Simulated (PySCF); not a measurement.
## Bond curve of SiHg⁺

Set-up: Si def2-SVPD, Hg def2-SVPD with ECP60; scalar-relativistic core potentials (PySCF 2.14). Energies in eV from Si⁺ + Hg in their ground configurations at the same level. State: ²Π (doublet), unpaired electrons π ↑.

| R (Å) | MN15 | UHF-CCSD | PBE0 |
| --- | --- | --- | --- |
| 2.263 | -0.927 |  | -1.035 |
| 2.368 | -1.146 | -0.842 | -1.287 |
| 2.473 | -1.256 | -0.999 | -1.419 |
| 2.552 | -1.290 | -1.060 | -1.463 |
| 2.631 | -1.296 | -1.086 | -1.473 |
| 2.710 | -1.280 | -1.085 | -1.459 |
| 2.815 | -1.238 | -1.056 | -1.413 |
| 2.947 | -1.163 | -0.989 | -1.327 |
| 3.105 | -1.058 | -0.886 | -1.205 |
| 3.315 | -0.910 |  | -1.032 |

Problem. Put a parabola through the three lowest points of the MN15 curve and estimate Re, k and ωe (reduced mass 24.57 u; 1 eV/Å² = 0.16022 mdyn/Å; ωe = 1302.8·√(k/μ) cm⁻¹).

Solution. Through R = 2.552, 2.631, 2.71 Å the second-order coefficient is 1.76 eV/Å², so Re ≈ 2.613 Å, k ≈ 0.565 mdyn/Å and ωe ≈ 198 cm⁻¹. A polynomial fit of higher order to the unrounded MN15 energies gives Re = 2.608 Å, k = 0.581 mdyn/Å, ωe = 200 cm⁻¹; anharmonicity and rounding make the difference.

The higher-order fit for each curve: MN15: Re = 2.608 Å, ωe = 200 cm⁻¹, De = 1.30 eV; UHF-CCSD: Re = 2.668 Å, ωe = 200 cm⁻¹, De = 1.09 eV; PBE0: Re = 2.621 Å, ωe = 213 cm⁻¹, De = 1.47 eV.

Correlated steps freeze 5 core orbitals. Correlated levels converge slowly with the basis: in double zeta they bind strong bonds too weakly, by up to about 1 eV, and carry superposition errors of some tenths. These are scalar-relativistic numbers at best; spin–orbit coupling would shift them, the dissociation energy most. For an ion De counts to the pair picked by the measured ionisation energies or electron affinities, which need not be the lowest pair at this level. The state was picked by a PBE0 search and need not be the measured ground state.
